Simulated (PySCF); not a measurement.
C₆H₉FO.
Z-matrix (Å and degrees, GFN2-xTB geometry), rows numbered from 1:
```
C 
C   1  1.5303
C   2  1.5010  1  112.35
C   3  1.3201  2  110.05  1  -117.55
C   4  1.5011  3  109.49  2    -2.32
C   5  1.5372  4  112.47  3  -117.97
F   6  1.3707  5  110.04  4   -73.42
O   5  1.4169  4  105.33  3     1.14
H   1  1.0860  2  109.53  3   173.18
H   1  1.0872  2  109.94  3    53.72
H   1  1.0865  2  110.00  3   -66.67
H   2  1.1012  1  109.06  3   124.31
H   3  1.0733  2  121.79  1    60.81
H   4  1.0732  3  128.98  2   179.14
H   5  1.1014  4  111.97  3   120.52
H   6  1.0941  5  111.24  4    45.50
H   6  1.0934  5  110.05  4   168.09
```

Level of theory: TDDFT B3LYP/def2-SVPD, vertical, gas phase, core orbitals frozen in the response (PySCF 2.14.0, density-fitted response routines).

Problem. What does the calculation give for the low-lying excited states?

Solution. 

```csv
state,E (eV),E (kJ/mol),λ (nm),f,"main configurations (H = HOMO, L = LUMO)"
S1,5.80,560,213.7,0.092,"H→L (90%), H-1→L (9%)"
S2,6.49,627,190.9,0.012,H→L+1 (97%)
S3,7.07,682,175.3,0.0039,H→L+2 (91%)
S4,7.20,694,172.3,0.0042,H→L+3 (97%)
S5,7.37,711,168.3,0.060,"H→L+4 (76%), H-1→L (15%)"
S6,7.38,712,167.9,0.111,"H-1→L (54%), H-1→L+1 (14%), H→L+4 (8%)"
S7,7.58,731,163.6,0.0017,H→L+5 (85%)
S8,7.71,744,160.8,0.017,"H-1→L+1 (48%), H-2→L (35%), H→L+4 (9%)"
```

Triplets, Tamm–Dancoff:

```json
{"state": "T1", "E (eV)": "4.40", "λ (nm)": "281.5", "main configurations (H = HOMO, L = LUMO)": "H→L (67%), H-1→L (26%)"}
{"state": "T2", "E (eV)": "6.07", "λ (nm)": "204.1", "main configurations (H = HOMO, L = LUMO)": "H-1→L (63%), H→L (31%)"}
{"state": "T3", "E (eV)": "6.39", "λ (nm)": "193.9", "main configurations (H = HOMO, L = LUMO)": "H→L+1 (92%)"}
```

The lowest singlet comes at 214 nm (560 kJ/mol) in the ultraviolet; it is of moderate strength; its leading configuration is HOMO→LUMO (90%). The most intense listed level is S6 at 7.38 eV (168 nm, f = 0.111), 1.58 eV above S1. Löwdin shares by element: HOMO carbon 36% or more, oxygen 26% (atoms not listed hold the other 39%); LUMO carbon 60% or more, hydrogen 10% or more (atoms not listed hold the other 30%). The oscillator strengths of these states sum to 0.302; summed over the whole spectrum of an exact calculation they would give the number of electrons, 62 (Thomas–Reiche–Kuhn). Orbital energies (eV): HOMO-3 -9.33, HOMO-2 -9.21, HOMO-1 -8.07, HOMO -6.91, LUMO -0.31, LUMO+1 0.49, LUMO+2 0.97. Of the 8 states listed, 5 reach f = 0.01 and none stays under 0.0005. Only the lowest 8 singlets were computed, as vertical energies without vibronic structure.

Time: 53 s (grids of density and orbitals included); peak memory 0.90 GiB. Hardware: Arm Neoverse V2, one thread, no GPU, shared host with 192 logical CPUs at a one-minute load of 34.

One conformer stands for the species.
